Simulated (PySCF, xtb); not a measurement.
**Two isomers of GeHNS**

Structure X: `[NH]=[Ge]=[S]`, a singlet. Structure Y: `S[N+]#[Ge-]`, a singlet. Both are isolated molecules in the gas phase, relaxed with PBE0-D4/def2-SVP.

X (Å):

```xyz
4

Ge   -2.7214    0.4466    2.0143
N    -2.9684   -0.5713    0.7074
S    -2.6804    1.9717    3.3143
H    -2.5642   -1.5089    0.7621
```

Y (Å):

```json
{"atom": "Ge", "x (Å)": "-1.3178", "y (Å)": "0.8001", "z (Å)": "1.4053"}
{"atom": "N", "x (Å)": "-0.2315", "y (Å)": "0.1241", "z (Å)": "0.3359"}
{"atom": "S", "x (Å)": "0.9081", "y (Å)": "-0.6479", "z (Å)": "-0.5595"}
{"atom": "H", "x (Å)": "0.6595", "y (Å)": "-0.0833", "z (Å)": "-1.7720"}
```

Problem. Estimate E(Y) − E(X) at the level CCSD(T)/def2-TZVP.

Solution. Calculated at CCSD(T)/def2-TZVP: E(Y) − E(X) = +7.3 kcal/mol, so structure X lies lower.

The same difference at several levels:

```tsv
level	geometry	E(Y) − E(X) (kcal/mol)	departure from the last row (kcal/mol)	job, with rough time for the two
GFN2-xTB	GFN2-xTB	−0.9	−8.2	optimisation, 0.12 s
HF/STO-3G	GFN2-xTB	−31.2	−38.6	single point, 1.6 s
r2SCAN-D4/def2-SVP	GFN2-xTB	+5.4	−1.9	single point, 10 s
PBE0-D4/def2-SVP	PBE0-D4/def2-SVP	+4.2	−3.1	optimisation, 39 s
HF/def2-TZVP	PBE0-D4/def2-SVP	+5.0	−2.3	part of the CCSD(T) run
MP2/def2-TZVP	PBE0-D4/def2-SVP	+8.8	+1.4	part of the CCSD(T) run
CCSD(T)/def2-TZVP	PBE0-D4/def2-SVP	+7.3		single point, 2.3 min
```

As drawn, Y has 1 N–S, 1 Ge≡N, 1 S–H in place of 1 Ge=N, 1 Ge=S, 1 N–H.

GFN2-xTB, HF/STO-3G put the two in the other order. The largest departure from CCSD(T)/def2-TZVP is that of HF/STO-3G, 38.6 kcal/mol.

With thermal terms from frequencies at re-optimised GFN2-xTB minima (ideal gas, soft modes damped towards free rotors, one conformer each, 298.15 K, 1 atm): on the last row, ΔE + ΔZPE = +6.2, ΔH = +6.2, ΔG = +6.1 kcal/mol.

The T1 diagnostic of structure Y is large, so the coupled-cluster value is less sure. The correlated steps freeze 15 core orbitals; the filled d shell of Ge is correlated, in a basis made for valence electrons. Programs: PySCF 2.14.0, xtb 6.7.1; the last row on 2 threads of Arm Neoverse V1 on a shared host.
